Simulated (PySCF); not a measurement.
# One molecule, several mistakes: BClGeH4Si

All numbers below are calculated, not measured. They come from PySCF 2.14.0, an open-source quantum chemistry program, on an isolated molecule that a program drew, which may never have been made. The molecule is BClGeH4Si (charge 0, singlet), drawn as the SMILES string `B[Si][GeH2][Cl]`.

Each row is a Hartree-Fock (HF) and frozen-core CCSD(T) single point in the cc-pV(D+d)Z basis, meant for a local HF minimum. Run 1 is clean. Each other run has one planted mistake out of seven kinds, and not every kind appears here: one electron removed, one electron added, multiplicity raised by two, geometry at a saddle point, minimal basis STO-3G, one bond length entered in bohr, all coordinates scaled. The reference is restricted for singlets and unrestricted otherwise, and also for a bond in bohr. Adding or removing an electron swaps singlet and doublet. Electrons count all cores. HOMO and LUMO are orbital energies over both spins, the gradient is its largest component, and the lowest frequency (negative if imaginary) is given only where the gradient is small. Bond lengths are over the 7 bonds as drawn. T1 is the CCSD diagnostic: over 0.02 (restricted) or 0.045 (unrestricted) a single reference is doubtful. Germanium has the cc-pVDZ-PP basis, with a core potential (ECP10MDF) in place of its 10 inner electrons, and its 3s, 3p and 3d shells are frozen in CCSD(T).

Geometry of the clean run:
```xyz
8
BClGeH4Si, angstrom
B    -0.6590   -0.9256    1.3093
Si    1.2392   -1.3338    0.8571
Ge    1.7591    1.0634    1.0031
Cl    2.4492    1.0837    3.0979
H    -1.0618   -0.8259    2.4355
H    -1.4511   -0.7808    0.4132
H     0.6582    2.1237    0.9281
H     2.9481    1.5263    0.1621
```

```
run  electrons  basis functions  <S^2>  HOMO (eV)  LUMO (eV)  gradient (hartree/bohr)  lowest frequency (cm^-1)  mean bond (Å)  longest bond (Å)      T1  HF (hartree)  CCSD(T) (hartree)               mistake
  1         72              103  0.000      -9.10       0.00                  1.2e-05                        48         1.7314             2.457  0.0167   -1068.79472        -1069.26398              no fault
  2         71              103  0.770     -15.54      -6.97                  3.5e-02                         -         1.7314             2.457  0.0216   -1068.50055        -1068.94104  one electron removed
  3         73              103  0.768      -1.81       6.18                  3.6e-02                         -         1.7314             2.457  0.0212   -1068.82677        -1069.30881                     ?
  4         72              103  0.995      -9.46       0.00                  1.5e-02                         -         1.8845             2.457  0.0630   -1068.68730        -1069.15090                     ?
```

**Which mistake was planted in run 3, and what did it cost?**

It counts 73 electrons, one more than the clean run, at the same geometry and basis. So the mistake is: one electron added. Subtracting run 1 and multiplying by 627.51 kcal/mol a hartree, the energy moved by -20.1 kcal/mol in HF and -28.1 kcal/mol in CCSD(T).

**Which mistake was planted in run 4, and what did it cost?**

The mean bond changes by a factor of 1.088 and the longest by 1.000, so the molecule wasn't scaled as a whole. A length L in bohr read as angstrom grows by (1/0.5292 - 1) L = 0.890 L. The 7 bonds together grew by 7 x 0.1531 = 1.072 Å, which gives L = 1.205 Å. That is the length of one of the B-H bonds, 1.205 Å in the clean geometry. So the mistake is: one bond length entered in bohr. Subtracting run 1 and multiplying by 627.51 kcal/mol a hartree, the energy moved by 67.4 kcal/mol in HF and 71.0 kcal/mol in CCSD(T).

Cautions from the logs. Run 4: T1 is over the limit, so its CCSD(T) energy is less reliable.
